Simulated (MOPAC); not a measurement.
Input for MOPAC: PM7 on GeH4 (SMILES [GeH4]).

```
PM7 1SCF PRECISE CHARGE=0 THREADS=1
GeH4

Ge    -0.00003256 1     0.13432416 1     0.16204605 1
H     -1.52394075 1     0.28526054 1     0.22581372 1
H      0.41839493 1    -1.23619423 1     0.71575661 1
H      0.68099087 1     1.24488269 1     0.97313318 1
H      0.45958978 1     0.23235918 1    -1.30488836 1
```

Output:

```
*******************************************************************************
 **                                                                           **
 **                              MOPAC v23.2.5                                **
 **                                                                           **
 *******************************************************************************
 ** MOPAC's Digital Object Identifier: https://doi.org/10.5281/zenodo.6511958 **
 **                                                                           **
 ** Please cite the open-source release paper for use of this MOPAC version:  **
 ** J. E. Moussa and J. J. P. Stewart (2026)                                  **
 ** MOPAC: An open-source semiempirical molecular orbital program             **
 ** J. Open Source Softw., 11(119), 8025, https://doi.org/10.21105/joss.08025 **
 *******************************************************************************

                              PM7 CALCULATION RESULTS

 *******************************************************************************
 *  PM7        - The PM7 Hamiltonian to be used
 *
 *
 *
 *                 CHARGE ON SYSTEM = 0
 *
 *
 *
 *  PRECISE    - TIGHTER CRITERIA TO BE USED
 *  1SCF       - DO 1 SCF AND THEN STOP
 *  THREADS=1  - MULTI-THREADING NOT USED
 *  T=         - A TIME OF 172800.0 SECONDS REQUESTED
 *  DUMP=N     - RESTART FILE WRITTEN EVERY 7200.0 SECONDS REQUESTED
 *******************************************************************************
PM7 1SCF PRECISE CHARGE=0 THREADS=1
 GeH4

   ATOM   CHEMICAL          X               Y               Z
  NUMBER   SYMBOL      (ANGSTROMS)     (ANGSTROMS)     (ANGSTROMS)

     1      Ge         -0.00003256  *   0.13432416  *   0.16204605  *
     2       H         -1.52394075  *   0.28526054  *   0.22581372  *
     3       H          0.41839493  *  -1.23619423  *   0.71575661  *
     4       H          0.68099087  *   1.24488269  *   0.97313318  *
     5       H          0.45958978  *   0.23235918  *  -1.30488836  *



          CARTESIAN COORDINATES

    NO.       ATOM           X           Y           Z

     1        Ge         -0.0000      0.1343      0.1620
     2         H         -1.5239      0.2853      0.2258
     3         H          0.4184     -1.2362      0.7158
     4         H          0.6810      1.2449      0.9731
     5         H          0.4596      0.2324     -1.3049

 General Reference for PM7:
 "Optimization of Parameters for Semiempirical Methods VI: More Modifications to the
 NDDO Approximations and Re-optimization of Parameters", J. J. P. Stewart, J. Mol. Mod., 1:32, 19 (2013)
 https://link.springer.com/article/10.1007/s00894-012-1667-x

           Empirical Formula: H4 Ge  =     5 atoms



      MOLECULAR POINT GROUP   :   C1


      RHF CALCULATION, NO. OF DOUBLY OCCUPIED LEVELS = 4


 -------------------------------------------------------------------------------
 PM7 1SCF PRECISE CHARGE=0 THREADS=1
 GeH4



     1SCF WAS SPECIFIED, SO BFGS WAS NOT USED
     SCF FIELD WAS ACHIEVED


                              PM7 CALCULATION
                                                       MOPAC v23.2.5 Linux




          FINAL HEAT OF FORMATION =         25.56363 KCAL/MOL =     106.95821 KJ/MOL


          COSMO AREA              =         79.84 SQUARE ANGSTROMS
          COSMO VOLUME            =         65.55 CUBIC ANGSTROMS

          IONIZATION POTENTIAL    =         11.895539 EV
          HOMO LUMO ENERGIES (EV) =        -11.896  1.215
          NO. OF FILLED LEVELS    =          4
          MOLECULAR WEIGHT        =         76.6216         POINT GROUP:  C1

          MOLECULAR DIMENSIONS (Angstroms)

            Atom       Atom       Distance
            H     4    H     2     2.51815
            H     3    H     5     2.49827
            H     2    H     5     1.77338


          SCF CALCULATIONS        =          1





   ATOM   CHEMICAL          X               Y               Z
  NUMBER   SYMBOL      (ANGSTROMS)     (ANGSTROMS)     (ANGSTROMS)

     1      Ge         -0.00003256  *   0.13432416  *   0.16204605  *
     2       H         -1.52394075  *   0.28526054  *   0.22581372  *
     3       H          0.41839493  *  -1.23619423  *   0.71575661  *
     4       H          0.68099087  *   1.24488269  *   0.97313318  *
     5       H          0.45958978  *   0.23235918  *  -1.30488836  *

                             CARTESIAN COORDINATES

   1   Ge       -0.000032560     0.134324160     0.162046050
   2    H       -1.523940750     0.285260540     0.225813720
   3    H        0.418394930    -1.236194230     0.715756610
   4    H        0.680990870     1.244882690     0.973133180
   5    H        0.459589780     0.232359180    -1.304888360


           Empirical Formula: H4 Ge  =     5 atoms



      MOLECULAR POINT GROUP   :   C1


                  EIGENVALUES
 -17.65469 -11.96957 -11.93719 -11.89554   1.21546   1.24564   1.26854   4.89828


              NET ATOMIC CHARGES AND DIPOLE CONTRIBUTIONS

  ATOM NO.   TYPE          CHARGE      No. of ELECS.   s-Pop       p-Pop
    1         Ge          -0.278213        4.2782     0.97831     3.29990
    2          H           0.068711        0.9313     0.93129
    3          H           0.069620        0.9304     0.93038
    4          H           0.069203        0.9308     0.93080
    5          H           0.070679        0.9293     0.92932
 DIPOLE           X         Y         Z       TOTAL
 POINT-CHG.     0.019    -0.006    -0.022     0.030
 HYBRID         0.004    -0.001    -0.004     0.005
 SUM            0.023    -0.007    -0.026     0.035


          ATOMIC ORBITAL ELECTRON POPULATIONS

     Atom    s        px        py        pz
    1 Ge   0.97831   1.09829   1.09991   1.10170
    2  H   0.93129
    3  H   0.93038
    4  H   0.93080
    5  H   0.92932

 **********************
 *                    *
 * JOB ENDED NORMALLY *
 *                    *
 **********************




 == MOPAC DONE ==
```

The run finished.

Cost: roughly 0.03 core-seconds.
